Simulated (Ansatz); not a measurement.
Reactions of `F[SiH2]CS`.

Calculated with Ansatz (gas phase, PBE0-D4/def2-TZVP geometries, no zero-point term in ΔE). CBS: MP2 limit from def2 TZ/QZ plus the TZ coupled-cluster correction, frozen cores. This one scheme is used for every species. DFT in def2-TZVPP. def2 core potentials past Kr. For Ge, Te outer-core shells are correlated without core-valence functions, which leaves a few kJ/mol of doubt a bond. Scalar relativity is left out up to krypton. Each species was taken in one conformer, which may not be the lowest.

```tsv
reaction	CCSD(T)/CBS(def2) (kJ/mol)
`F[SiH2]CS` → `FC([SiH3])S`	233
`F[SiH2]CS` + H₂S → `SC[SiH2]S` + H–F	70
`F[SiH2]CS` + PH₃ → `F[SiH2]P` + CH₃SH	?
`F[SiH2]CS` + `[SH][GeH3]` → `SC[S][GeH3]` + `F[SiH3]`	55
`F[SiH2]CS` + CH₃OH → `CO[SiH2]CS` + H–F	37
`F[SiH2]CS` → CH₃SH + `F[SiH]`	206
`F[SiH2]CS` + H₂Te → `F[SiH2]C[TeH]` + H₂S	?
`F[SiH2]CS` + `SS` → `SC[SiH2]SS` + H–F	76
`F[SiH2]CS` + `CO[SiH](F)S` → `CO[SiH](F)S[SiH2]F` + CH₃SH	?
`F[SiH2]CS` + H₂Te → `SC[TeH]` + `F[SiH3]`	38
```

Task: Fill in the missing values. (Estimate.)

Result: Ansatz gave: `F[SiH2]CS` + PH₃ → `F[SiH2]P` + CH₃SH: -15.0 kJ/mol; `F[SiH2]CS` + H₂Te → `F[SiH2]C[TeH]` + H₂S: -29.8 kJ/mol; `F[SiH2]CS` + `CO[SiH](F)S` → `CO[SiH](F)S[SiH2]F` + CH₃SH: -70.3 kJ/mol.

Largest T1 diagnostic: 0.015, for `F[SiH]`.
